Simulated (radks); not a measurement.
These are the eigenvalues of the occupied orbitals of an atom or ion with whole-number occupations (eV). All-electron calculation, scalar-relativistic Kohn-Sham, revPBE, spin-unpolarised, spherical densities, finite nucleus; Fermi nuclear charge, rms radius of each element as measured or else 0.836 A^(1/3) + 0.57 fm. Program: a radial shooting solver on a logarithmic mesh with Libxc functionals.

1s: -90924.25
2s: -16588.57
2p: -14239.85
3s: -4230.829
3p: -3559.296
3d: -2884.285
4s: -1197.409
4p: -976.7425
4d: -724.2366
4f: -445.7978
5s: -435.0795
5p: -366.3040

Which element is it, and in what charge state? The configuration may be excited.

Answer. Z = 83, bismuth, charge +15: Bi15+ in [Xe] 4f14. The list shows which subshells hold electrons but not how many an open one holds; the 1s level, -3341.4 hartree, gives Z - s = 81.7 by -(Z - s)^2/2, which with screening and relativity narrows Z to a few neighbours, and the depths of the outer levels then fix element, charge and occupations together.
